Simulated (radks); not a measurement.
Species: Nd XXXIX. Configuration: [Ar] 3d4.

Method: Dirac Kohn-Sham, HCTH/407, spin-unpolarised, spherical densities, finite nucleus; open shells fill j = l - 1/2 first; Fermi nuclear charge, rms radius 4.9123 fm; computed with a radial shooting solver on a logarithmic mesh with Libxc functionals.

Energy parts (eV):
part                      energy
total                 -232527.81
kinetic                252824.44
electron-nucleus      -521939.98
Hartree                 40868.55
exchange-correlation    -4280.82

Orbitals (lengths in bohr, moments of r in powers of bohr; r(max) is where P^2 peaks):
orbital  occ.  eigenvalue (eV)   r(max)  small-component weight
1s1/2       2        -45319.16  0.01510                4.95e-02
2s1/2       2        -8939.978  0.08544                1.09e-02
2p1/2       2        -8580.843  0.06490                1.10e-02
2p3/2       4        -8054.812  0.07028                1.03e-02
3s1/2       2        -3205.956   0.2357                3.84e-03
3p1/2       2        -3062.773   0.2217                3.78e-03
3p3/2       4        -2941.274   0.2320                3.61e-03
3d3/2       4        -2713.660   0.1820                3.47e-03
3d5/2       0        -2685.657   0.1849                3.42e-03
4s1/2       0        -1610.297   0.4880                1.79e-03
4p1/2       0        -1549.646   0.4817                1.76e-03
4p3/2       0        -1506.930   0.4975                1.70e-03

The highest occupied level is 3d3/2 at -2713.7 eV. Summed over all electrons, <r^2> = 0.8656 bohr^2, which gives a Langevin (diamagnetic) susceptibility term of -0.686 x 10^-6 cm^3/mol. For comparison, the ionisation energy in NIST's Atomic Spectra Database is 2758 eV (theoretical). In exact Kohn-Sham theory the highest level is minus the ionisation energy, but local and semilocal functionals leave it too shallow, through self-interaction and a potential that decays too fast; potentials with the right tail come closer.

Beside tabulated values, note that spin-unpolarised runs miss the spin-polarisation part of the exchange energy of open shells.
